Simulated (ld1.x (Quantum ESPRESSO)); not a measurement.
**Ni (Z = 28): one change to a PAW potential, before and after**

nickel, PAW, made with ld1.x (Quantum ESPRESSO) 7.5 (LDA (PZ), scalar-relativistic). Core [Ne], reference 3s2 3p6 3d8 4s1 4p0 (charge +1). Waves: 3s (bound): rcut 1.10, rcutus 1.20 bohr; 4s (bound): rcut 1.10, rcutus 1.20 bohr; 3p (bound): rcut 1.35, rcutus 1.70 bohr; 4p (bound, empty): rcut 1.35, rcutus 1.70 bohr; 3d (bound): rcut 1.40, rcutus 1.50 bohr; 3d channel at 2.15 Ry: rcut 1.40, rcutus 1.50 bohr. Local part: all-electron potential smoothed inside 1.10 bohr (lloc = -1). Core correction: Bessel-smoothed model core inside 0.75 bohr. Augmentation charge: BESSEL, radius 0.90 bohr.

All-electron outer shells of the reference configuration (LDA (PZ), scalar-relativistic, ld1.x):

```csv
shell,level (eV),outermost node (bohr),outermost maximum (bohr)
2p,-853.23,–,0.16
3s,-119.69,0.30,0.64
3p,-80.46,0.27,0.65
3d,-18.26,–,0.63
4s,-13.51,0.92,2.10
4p,-7.80,1.00,2.63
```

Change: type RRKJ; waves now 3s (bound): rc 1.20 bohr; 3p (bound): rc 1.70 bohr; 3d (bound): rc 1.50 bohr; local potential all-electron potential smoothed inside 1.00 bohr (lloc = -1); rho0 0.02 (4s counted twice).

Cutoffs: the cutoffs (Ry, on a coarse ladder) from which the occupation-weighted sum of valence levels, in a spherical-Bessel basis at the reference potential, stays within 10 and 1 mRy of its value at 400 Ry; they do not see the model core or the augmentation charge, which bear on the density cutoff. Errors are all-electron minus pseudo energies relative to the spin-unpolarised reference configuration.

Question: How do hardness, ghosts and transferability respond?

Answer: The potential gets harder (60 Ry and 90 Ry → 110 Ry and 140 Ry); a bound ghost appears in p, which as a rule spoils a file; the miss of the reference levels goes from 0.00 to 0.17 eV; the number of tests that count goes from 9 to 8; of the 8 tests that both files solve, the error grows in 8 and shrinks in 0 by more than 15 % and 0.3 meV (median size 3.6 → 152.2 meV); the range in which the s phases agree narrows (upper end at the end of the scan → -0.8); the range in which the p phases agree narrows (upper end at the end of the scan → -3.5). In the changed file ld1.x takes every shell without a wave as core, so the model core holds the 4s electrons as well and exchange and correlation see them twice. This cancels in the reference configuration, but the file is broken for other ones, and its errors say nothing about a proper core correction. Several settings change at once here, so the effects cannot be laid on one of them.

| quantity | base | changed |
| --- | --- | --- |
| cutoff, loose | 60 Ry | 110 Ry |
| cutoff, tight | 90 Ry | 140 Ry |
| loose cutoff by channel (10 mRy a level) | s 45 Ry, p 25 Ry, d 40 Ry | s 110 Ry, p 45 Ry, d 70 Ry |
| bound ghosts | none | p |
| largest miss of a reference level, eV | 0.00 | 0.17 |
| tests counted (converged, no solver errors) | 9 of 9 | 8 of 9 |
| error for 3s2 3p6 3d8 4s2 4p0, meV [ΔE -9.60 eV] | +0.6 | -242 |
| error for 3s2 3p6 3d8 4s0 4p0, meV [ΔE 17.66 eV] | -2.1 | +19 |
| error for 3s2 3p6 3d7 4s0 4p0, meV [ΔE 55.46 eV] | -5.0 | -50 |
| error for 3s2 3p6 3d7 4s2 4p0, meV [ΔE 6.81 eV] | -7.5 | -142 |
| error for 3s2 3p5 3d8 4s2 4p0, meV [ΔE 69.82 eV] | -45 | -163 |
| error for 3s2 3p6 3d6 4s0 4p0, meV [ΔE 113.32 eV] | -52 | +380 |
| error for 3s2 3p6 3d8 4s1 4p0 (spin-polarised), meV [ΔE -1.37 eV] | -1.1 | -54 |
| error for 3s2 3p6 3d8 4s2 4p0 (spin-polarised), meV [ΔE -10.51 eV] | -0.7 | -216 |
| s: phases at 1.84 bohr within 0.05 rad from the reference energy up to (Ry; the scan ends near 5) | to the end of the scan | -0.8 |
| p: phases at 1.84 bohr within 0.05 rad from the reference energy up to (Ry; the scan ends near 5) | to the end of the scan | -3.5 |
| d: phases at 1.84 bohr within 0.05 rad from the reference energy up to (Ry; the scan ends near 5) | to the end of the scan | 1.4 |

Changed file: Tests not counted: 3s2 3p6 3d7 4s2 4p1 (solver errors, printed error -3.1 eV). A true bound ghost makes a file unfit for plane-wave use even where its test errors are small: the radial tests pick states by their node count and pass the ghost by. Where a test does run into it, the solver fails or the error is huge.
